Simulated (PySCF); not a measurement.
**How the method moves the HOMO and LUMO of `C#C[Si@H](C)P`**

C3H7PSi.
Structure used (PBE0-D3(BJ)/def2-SVP), in Å, numbered top down from 1:
```xyz
12
C3H7PSi angstrom
C      2.4272   -1.3359   -0.6826
C      1.4357   -0.7962   -0.2269
Si    -0.0581    0.0404    0.4412
C     -1.6066   -0.7190   -0.2914
P      0.0840    2.2119   -0.1969
H      3.3036   -1.8143   -1.0837
H     -0.0469   -0.1147    1.9278
H     -1.6699   -1.7872   -0.0338
H     -1.5962   -0.6255   -1.3878
H     -2.5074   -0.2160    0.0930
H     -0.9008    2.6379    0.7501
H      1.1755    2.4913    0.6818
```

Basis pcSseg-2 throughout (PySCF), one geometry. One conformer (not necessarily the lowest) at the PBE0-D3(BJ)/def2-SVP geometry, without solvent, vibrations or thermal averaging.

How do the orbital energies, the gap and the dipole change with the method?

```json
{"method": "BLYP", "kind": "GGA", "HOMO (eV)": "-6.18", "LUMO (eV)": "-1.10", "gap (eV)": "5.08", "μ (D)": "0.75", "SCF cycles": "14"}
{"method": "B97-D", "kind": "GGA", "HOMO (eV)": "-6.29", "LUMO (eV)": "-1.13", "gap (eV)": "5.16", "μ (D)": "0.78", "SCF cycles": "14"}
{"method": "PBE", "kind": "GGA", "HOMO (eV)": "-6.34", "LUMO (eV)": "-1.25", "gap (eV)": "5.09", "μ (D)": "0.78", "SCF cycles": "14"}
{"method": "OPBE", "kind": "GGA", "HOMO (eV)": "-6.34", "LUMO (eV)": "-1.15", "gap (eV)": "5.19", "μ (D)": "0.83", "SCF cycles": "15"}
{"method": "KT2", "kind": "GGA", "HOMO (eV)": "-6.39", "LUMO (eV)": "-1.28", "gap (eV)": "5.11", "μ (D)": "0.73", "SCF cycles": "15"}
{"method": "KT3", "kind": "GGA", "HOMO (eV)": "-6.40", "LUMO (eV)": "-1.23", "gap (eV)": "5.17", "μ (D)": "0.74", "SCF cycles": "15"}
{"method": "LDA", "kind": "LDA", "HOMO (eV)": "-6.43", "LUMO (eV)": "-1.45", "gap (eV)": "4.97", "μ (D)": "0.80", "SCF cycles": "14"}
{"method": "BP86", "kind": "GGA", "HOMO (eV)": "-6.43", "LUMO (eV)": "-1.32", "gap (eV)": "5.11", "μ (D)": "0.79", "SCF cycles": "14"}
{"method": "B97-2", "kind": "global hybrid", "HOMO (eV)": "-7.19", "LUMO (eV)": "-0.37", "gap (eV)": "6.82", "μ (D)": "0.81", "SCF cycles": "13"}
{"method": "B3LYP", "kind": "global hybrid", "HOMO (eV)": "-7.21", "LUMO (eV)": "-0.55", "gap (eV)": "6.65", "μ (D)": "0.78", "SCF cycles": "14"}
{"method": "PBE0", "kind": "global hybrid", "HOMO (eV)": "-7.42", "LUMO (eV)": "-0.36", "gap (eV)": "7.06", "μ (D)": "0.81", "SCF cycles": "14"}
{"method": "mPW1PW91", "kind": "global hybrid", "HOMO (eV)": "-7.44", "LUMO (eV)": "-0.36", "gap (eV)": "7.08", "μ (D)": "0.81", "SCF cycles": "14"}
{"method": "BHandHLYP", "kind": "global hybrid", "HOMO (eV)": "-8.38", "LUMO (eV)": "0.57", "gap (eV)": "8.95", "μ (D)": "0.81", "SCF cycles": "12"}
{"method": "CAM-B3LYP", "kind": "range-separated hybrid", "HOMO (eV)": "-8.67", "LUMO (eV)": "0.68", "gap (eV)": "9.35", "μ (D)": "0.82", "SCF cycles": "12"}
{"method": "wB97X-D", "kind": "range-separated hybrid", "HOMO (eV)": "-9.22", "LUMO (eV)": "1.38", "gap (eV)": "10.60", "μ (D)": "0.86", "SCF cycles": "13"}
{"method": "HF", "kind": "Hartree–Fock", "HOMO (eV)": "-9.88", "LUMO (eV)": "2.49", "gap (eV)": "12.37", "μ (D)": "0.90", "SCF cycles": "10"}
{"method": "LC-wPBE", "kind": "range-separated hybrid", "HOMO (eV)": "-10.01", "LUMO (eV)": "1.79", "gap (eV)": "11.79", "μ (D)": "0.89", "SCF cycles": "14"}
```

The HOMO spans 3.83 eV, from BLYP down to LC-wPBE, and the gap runs from 4.97 eV (LDA) to 12.37 eV (HF). Over the methods BLYP (0 %), B97-D (0 %), PBE (0 %), OPBE (0 %), KT2 (0 %), KT3 (0 %), LDA (0 %), BP86 (0 %), B97-2 (21 %), B3LYP (20 %), PBE0 (25 %), mPW1PW91 (25 %), BHandHLYP (50 %), HF (100 %), a straight line through the gap against the share of exact exchange rises by 0.74 eV for each 10 % (correlation coefficient 0.999). The dipole ranges from 0.73 D (KT2) to 0.90 D (HF). This basis has no diffuse functions.
